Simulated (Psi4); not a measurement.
Intermolecular potential of CH3F ··· CH3F (SMILES CF and CF). Monomers: optimised at B3LYP-D3(BJ) (def2-TZVP), held rigid. Orientation: lowest of the rigid-body minima from ten starts at GFN2-xTB. R is the distance of the centres of mass, along which the second monomer moves.

Levels: PBE/def2-TZVP, counterpoise-corrected (Psi4); PBE-D3(BJ)/def2-TZVP, counterpoise-corrected (Psi4); wB97X-D/def2-TZVP, counterpoise-corrected (Psi4).

Interaction energies in kJ/mol; the last columns give the difference from wB97X-D:

```json
[
 {"R / Å": "2.80", "PBE/def2-TZVP": "17.02", "PBE-D3(BJ)/def2-TZVP": "12.70", "wB97X-D/def2-TZVP": "14.14", "PBE/def2-TZVP − wB97X-D/def2-TZVP": "2.88", "PBE-D3(BJ)/def2-TZVP − wB97X-D/def2-TZVP": "-1.44"},
 {"R / Å": "3.03", "PBE/def2-TZVP": "0.43", "PBE-D3(BJ)/def2-TZVP": "-3.30", "wB97X-D/def2-TZVP": "-2.16", "PBE/def2-TZVP − wB97X-D/def2-TZVP": "2.59", "PBE-D3(BJ)/def2-TZVP − wB97X-D/def2-TZVP": "-1.14"},
 {"R / Å": "3.23", "PBE/def2-TZVP": "-4.81", "PBE-D3(BJ)/def2-TZVP": "-8.03", "wB97X-D/def2-TZVP": "-6.98", "PBE/def2-TZVP − wB97X-D/def2-TZVP": "2.16", "PBE-D3(BJ)/def2-TZVP − wB97X-D/def2-TZVP": "-1.06"},
 {"R / Å": "3.42", "PBE/def2-TZVP": "-6.30", "PBE-D3(BJ)/def2-TZVP": "-9.06", "wB97X-D/def2-TZVP": "-8.14", "PBE/def2-TZVP − wB97X-D/def2-TZVP": "1.84", "PBE-D3(BJ)/def2-TZVP − wB97X-D/def2-TZVP": "-0.92"},
 {"R / Å": "3.64", "PBE/def2-TZVP": "-6.24", "PBE-D3(BJ)/def2-TZVP": "-8.51", "wB97X-D/def2-TZVP": "-7.79", "PBE/def2-TZVP − wB97X-D/def2-TZVP": "1.55", "PBE-D3(BJ)/def2-TZVP − wB97X-D/def2-TZVP": "-0.72"},
 {"R / Å": "3.86", "PBE/def2-TZVP": "-5.49", "PBE-D3(BJ)/def2-TZVP": "-7.33", "wB97X-D/def2-TZVP": "-6.83", "PBE/def2-TZVP − wB97X-D/def2-TZVP": "1.34", "PBE-D3(BJ)/def2-TZVP − wB97X-D/def2-TZVP": "-0.50"},
 {"R / Å": "4.10", "PBE/def2-TZVP": "-4.54", "PBE-D3(BJ)/def2-TZVP": "-5.97", "wB97X-D/def2-TZVP": "-5.71", "PBE/def2-TZVP − wB97X-D/def2-TZVP": "1.18", "PBE-D3(BJ)/def2-TZVP − wB97X-D/def2-TZVP": "-0.25"},
 {"R / Å": "4.39", "PBE/def2-TZVP": "-3.50", "PBE-D3(BJ)/def2-TZVP": "-4.54", "wB97X-D/def2-TZVP": "-4.53", "PBE/def2-TZVP − wB97X-D/def2-TZVP": "1.03", "PBE-D3(BJ)/def2-TZVP − wB97X-D/def2-TZVP": "-0.02"},
 {"R / Å": "4.94", "PBE/def2-TZVP": "-2.11", "PBE-D3(BJ)/def2-TZVP": "-2.67", "wB97X-D/def2-TZVP": "-2.84", "PBE/def2-TZVP − wB97X-D/def2-TZVP": "0.73", "PBE-D3(BJ)/def2-TZVP − wB97X-D/def2-TZVP": "0.16"},
 {"R / Å": "5.62", "PBE/def2-TZVP": "-1.22", "PBE-D3(BJ)/def2-TZVP": "-1.49", "wB97X-D/def2-TZVP": "-1.67", "PBE/def2-TZVP − wB97X-D/def2-TZVP": "0.45", "PBE-D3(BJ)/def2-TZVP − wB97X-D/def2-TZVP": "0.18"},
 {"R / Å": "6.59", "PBE/def2-TZVP": "-0.68", "PBE-D3(BJ)/def2-TZVP": "-0.79", "wB97X-D/def2-TZVP": "-0.91", "PBE/def2-TZVP − wB97X-D/def2-TZVP": "0.23", "PBE-D3(BJ)/def2-TZVP − wB97X-D/def2-TZVP": "0.13"},
 {"R / Å": "7.90", "PBE/def2-TZVP": "-0.38", "PBE-D3(BJ)/def2-TZVP": "-0.42", "wB97X-D/def2-TZVP": "-0.49", "PBE/def2-TZVP − wB97X-D/def2-TZVP": "0.10", "PBE-D3(BJ)/def2-TZVP − wB97X-D/def2-TZVP": "0.07"}
]
```

PBE/def2-TZVP is furthest from wB97X-D/def2-TZVP at 2.80 (2.88 kJ/mol, above); its mean absolute difference over the points is 1.34 kJ/mol.

PBE-D3(BJ)/def2-TZVP is furthest from wB97X-D/def2-TZVP at 2.80 (-1.44 kJ/mol, below); its mean absolute difference over the points is 0.55 kJ/mol.
